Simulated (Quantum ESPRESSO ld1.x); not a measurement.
The numbers below are computed, except where a source is named.
Species: Os4+. Configuration: [Xe] 4f14 5d4.

Level of theory: Dirac Kohn-Sham, revPBE, spin-unpolarised, spherical densities, point nucleus; open shells fill j = l - 1/2 first (ld1.x of Quantum ESPRESSO 7.5).

Energy parts (eV):
total: -470178
kinetic: 533918
electron-nucleus: -1175060
Hartree: 180213
exchange-correlation: -9248

Orbitals (lengths in bohr, moments of r in powers of bohr; r(90%) holds 90 % of the orbital's charge):
orbital,occ.,eigenvalue (eV),<r^2>,r(90%),<r^4>,small-component weight
1s1/2,2,-73817.4,0.0004332,0.0323,5.119e-07,8.27e-02
2s1/2,2,-12884.0,0.006582,0.116,0.00007578,1.88e-02
2p1/2,2,-12334.7,0.004685,0.102,0.00004544,1.89e-02
2p3/2,4,-10803.4,0.005880,0.113,0.00006780,1.69e-02
3s1/2,2,-3032.92,0.04288,0.284,0.002781,6.23e-03
3p1/2,2,-2787.79,0.03926,0.276,0.002444,6.17e-03
3p3/2,4,-2453.82,0.04577,0.297,0.003286,5.61e-03
3d3/2,4,-2044.40,0.03533,0.270,0.002210,5.50e-03
3d5/2,6,-1972.07,0.03711,0.276,0.002417,5.34e-03
4s1/2,2,-675.864,0.2105,0.620,0.06427,2.07e-03
4p1/2,2,-573.074,0.2162,0.634,0.06963,1.98e-03
4p3/2,4,-494.646,0.2505,0.682,0.09334,1.77e-03
4d3/2,4,-326.284,0.2696,0.722,0.1165,1.57e-03
4d5/2,6,-311.757,0.2822,0.739,0.1277,1.51e-03
4f5/2,6,-98.6795,0.3739,0.899,0.3039,1.12e-03
4f7/2,8,-95.8689,0.3851,0.913,0.3234,1.10e-03
5s1/2,2,-136.189,1.124,1.43,1.832,4.92e-04
5p1/2,2,-104.257,1.332,1.57,2.645,4.17e-04
5p3/2,4,-91.6800,1.564,1.70,3.646,3.59e-04
5d3/2,4,-48.5401,2.645,2.27,11.32,2.15e-04
5d5/2,0,-47.1409,2.779,2.33,12.48,2.05e-04

The highest occupied level is 5d3/2 at -48.540 eV. Summed over all electrons, <r^2> = 32.46 bohr^2, which gives a Langevin (diamagnetic) susceptibility term of -25.7 x 10^-6 cm^3/mol. The density falls to 0.001 e/bohr^3 at r = 3.16 bohr. For comparison, the ionisation energy in NIST's Atomic Spectra Database is 55 eV (theoretical). In exact Kohn-Sham theory the highest level is minus the ionisation energy, but local and semilocal functionals leave it too shallow, through self-interaction and a potential that decays too fast; potentials with the right tail come closer.

Beside tabulated values, note that spin-unpolarised runs miss the spin-polarisation part of the exchange energy of open shells.
